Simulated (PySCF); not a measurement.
## Nd(II) with different ligands

Computed with PySCF 2.14.0, PBE0, def2-SVP on the ligands, density fitting, scalar-relativistic core potentials, no spin-orbit coupling, vacuum. The metal has lcecp-0-SVP with ECP50. Each complex is relaxed within the symmetry of a template of the same shape. Distances are means of the shortest metal–ligand contacts, charges and spins Mulliken's. lcecp potentials hold a fixed number of 4f electrons in the core, out of states, spins and gaps.

| complex | point group | M–first ligand (Å) | charge on M (e) | strongest infrared band, degenerate modes summed (cm⁻¹) | unstable modes (below −25 cm⁻¹) |
| --- | --- | --- | --- | --- | --- |
| [NdSF]− | Cs | 2.623 | 0.21 | 431 | 0 |
| [NdOCl]− | Cs | 2.014 | 0.21 | 628 | 0 |
| [NdOF]− | Cs | 2.042 | 0.25 | 596 | 0 |

Question: What does the calculation give for [NdO(OH)]−?

Answer: point group: Cs, M–first ligand (Å): 2.042, charge on M (e): 0.16, strongest infrared band, degenerate modes summed (cm⁻¹): 595, unstable modes (below −25 cm⁻¹): 0.
```xyz
4

Nd   -0.0140   -0.0501   -0.4673
O     1.4296    0.0358    0.9737
O    -2.2123    0.0184    0.3455
H    -2.4633    0.0844    1.2736
```

One start shape was tried for each, so a minimum needn't be the lowest isomer. Oxidation states forced by the potential, rare, strongly oxidising or of another configuration in reality: [NdSF]−, [NdOCl]−, [NdO(OH)]−, [NdOF]−.
